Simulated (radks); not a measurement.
Results of a calculation; reference values are marked as such.
Ionisation of Ge+, [Ar] 3d10 4s2 4p1, to Ge2+, [Ar] 3d10 4s2, under several functionals. Scalar-relativistic Kohn-Sham, spin-unpolarised, spherical densities, point nucleus; a radial shooting solver on a logarithmic mesh with Libxc functionals. The NIST Atomic Spectra Database gives 15.935 eV (measured). Rank these functionals by the error of their Delta-SCF ionisation energy: XLYP; LDA (Slater exchange, VWN5 correlation); PBE; B86b exchange with PBE correlation; exchange-only LDA; HCTH/407; SOGGA; BP86; PW91.

Answer. From best to worst: LDA (Slater exchange, VWN5 correlation) 15.711 eV (-0.224); BP86 15.603 eV (-0.331); PW91 15.524 eV (-0.410); HCTH/407 15.516 eV (-0.419); XLYP 15.490 eV (-0.445); B86b exchange with PBE correlation 15.472 eV (-0.463); PBE 15.439 eV (-0.495); SOGGA 15.326 eV (-0.609); exchange-only LDA 14.554 eV (-1.380). Spin polarisation and multiplet splitting are left out, so open shells lie too high by an amount that depends on their filling.

Beside tabulated values, note that spin-unpolarised runs miss the spin-polarisation part of the exchange energy of open shells.
